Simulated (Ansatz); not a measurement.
Cartesian coordinates in Å:
```
F -2.106 -0.065 -1.076
In -1.073 -0.578 0.489
S -2.074 -1.787 2.226
O 0.785 0.021 0.402
Si 1.706 0.857 -0.662
H -3.256 -1.804 1.584
H 1.180 2.236 -0.865
H 1.755 0.178 -1.986
H 3.084 0.942 -0.112
```

Charge 0, multiplicity 1. In: def2 effective core potential.

Question: List the CAM-B3LYP/def2-TZVPP orbital energies in eV (Ansatz 0.2.0). (An estimate is asked.)

Answer: The calculation gave: Occupied: -2420.72, -1801.22, -672.18, -522.42, -218.74, -163.30, -163.25, -163.11, -145.71, -130.43, -101.06, -101.02, -101.02, -87.19, -86.91, -86.88, -32.59, -28.71, -24.44, -24.04, -24.02, -23.94, -23.71, -22.17, -16.64, -14.47, -13.51, -12.84, -12.45, -12.45, -12.12, -11.99, -10.95, -10.15, -10.14, -9.68. Lowest empty: -1.45, -0.39, 0.84, 1.03, 1.68, 2.32, 2.36, 2.96.
